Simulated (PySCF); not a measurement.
## Bond length, frequency and bond energy of GeO⁺ by level of theory

State: ²Π (doublet), unpaired electrons π ↑. Set-up: PySCF, no relativity, basis sets Ge def2-TZVPPD, O def2-TZVPPD. De refers to Ge⁺ + O in their high-spin ground configurations, without counterpoise correction. The functionals are run spin-unrestricted. A positive dipole points towards O; it is taken about the centre of mass and depends on that origin.

```csv
Level,Re (Å),ωe (cm⁻¹),De (eV),μ (D),"CPU s a point (SCF and correlation, without the integrals)"
UHF,1.745,813,1.87,-2.33,1.3
UHF-MP2,1.767,764,3.76,n/a,2.3
UHF-SCS-MP2,1.769,761,3.68,n/a,n/a
UHF-CCSD,1.766,766,3.49,n/a,n/a
UHF-CCSD(T),1.775,744,3.68,n/a,120
PBE,1.801,702,4.22,-1.90,1.6
PW91,1.799,704,4.24,-1.91,1.5
BLYP,1.812,685,4.09,-2.01,1.5
r²SCAN,1.776,741,4.05,-1.85,2.4
B3LYP,1.785,731,3.84,-2.11,2.6
PBE0,1.773,752,3.80,-2.03,3
MN15,1.760,778,3.89,-2.02,3.4
ωB97X,1.768,766,3.89,-2.11,3.4
B2PLYP,1.780,738,3.79,-2.33,2.7
```

(1) Which functional lies closest to UHF-CCSD(T) in De, which farthest, and by how much do they differ from it?

(2) What does the step from GGA to meta-GGA do here, going from PBE to r²SCAN?

(3) What does the three-parameter hybrid form, with a fifth of exact exchange, do here, going from BLYP to B3LYP?

Correlated steps freeze 10 core orbitals. Spin–orbit coupling is left out. For an ion De counts to the pair picked by the measured ionisation energies or electron affinities, which need not be the lowest pair at this level. B2PLYP dipoles, levels and charges come from its SCF part alone. The state is the lowest determinant that a PBE0 search found; another state may lie lower at other levels.

The whole job (state search and all levels along the bond) took about 12 min on 2 threads of Arm Neoverse V2 (shared host), peak memory 3.5 GiB.

Answers

(1) Closest is B2PLYP (+0.5 pm in Re, -0.8 % in ωe, +0.11 eV in De against UHF-CCSD(T) in the same basis), farthest PW91 (+2.4 pm in Re, -5.4 % in ωe, +0.56 eV in De). CCSD(T) converges more slowly with the basis than the functionals do and binds too weakly in this one, so the order can change at the basis-set limit.

(2) r²SCAN less PBE: -2.5 pm in Re, +5.6 % in ωe, -0.17 eV in De. 

(3) B3LYP less BLYP: -2.7 pm in Re, +6.7 % in ωe, -0.25 eV in De. Exact exchange removes part of the self-interaction that spreads semilocal densities, and in most molecules shortens and stiffens the bond and lowers De; so it does here.
